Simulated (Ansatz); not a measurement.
Input for Ansatz (an electronic-structure program): R-MP2/aug-cc-pVTZ on AsH5Se (a complex), monomers drawn apart or pushed together. The run froze 28 orbitals, filled d shells among them.

Ansatz 0.2 input:
```yaml
crystal:
  periodic: [false, false, false]
  atoms:
    - {symbol: As, position_ang: [-0.18873439, -0.11764323, -0.35513058]}
    - {symbol: H, position_ang: [-0.15343769, -0.09021150, -1.88060545]}
    - {symbol: H, position_ang: [1.30997495, 0.13332965, -0.25091682]}
    - {symbol: H, position_ang: [-0.50743476, 1.36942323, -0.26976997]}
    - {symbol: Se, position_ang: [0.01152398, -0.69078332, 4.82872097]}
    - {symbol: H, position_ang: [-1.43228513, -0.75935109, 4.56650564]}
    - {symbol: H, position_ang: [-0.21902856, -0.18193955, 6.19055221]}
basis:
  gaussian:
    orbitals: aug-cc-pVTZ
magnetization: {spin_polarized: false}
correlation: {method: mp2, electrons: outside_noble_gas}
scf: {lower_state_search: off}
```

Output:

```
Functional definition: HF
[...]
these checks for a lower state are left out or cut short: stability, starts, cluster_reference, orbital_swaps, neighbouring_geometries, increment
integrals: 0.52 GiB planned
1349 factors; integrals over basis functions are off by at most 1.5e-3 eV
mean field: 0.85 GiB planned
mean field evaluation 1: about -126178.7747 eV, gradient 1.3e1 eV
mean field evaluation 2: about -126178.8192 eV, gradient 1.3e1 eV
mean field evaluation 4: about -126179.7996 eV, gradient 1.9e0 eV
mean field evaluation 8: about -126179.8193 eV, gradient 1.1e-1 eV
mean field -126179.81939987 eV, -4637.0228351917 hartree, gradient 2.0e-6 eV, S^2 0.000000; 0 other end points of the search recorded, 0 dependent functions left out
28 core orbitals not correlated
reference -126179.81939987 eV, -4637.0228351917 hartree; 8, 8 occupied and 197, 197 virtual orbitals, 1349 factors
second order -9.06947648 eV of doubles, -0.00000000 eV of singles
Total energy: -126188.88887635 eV, -4637.3561323048 hartree
Checks for a lower state left out: stability, starts, cluster_reference, orbital_swaps, neighbouring_geometries, increment
```

The calculation finished and met its thresholds.

Cost: very roughly 12 core-seconds.
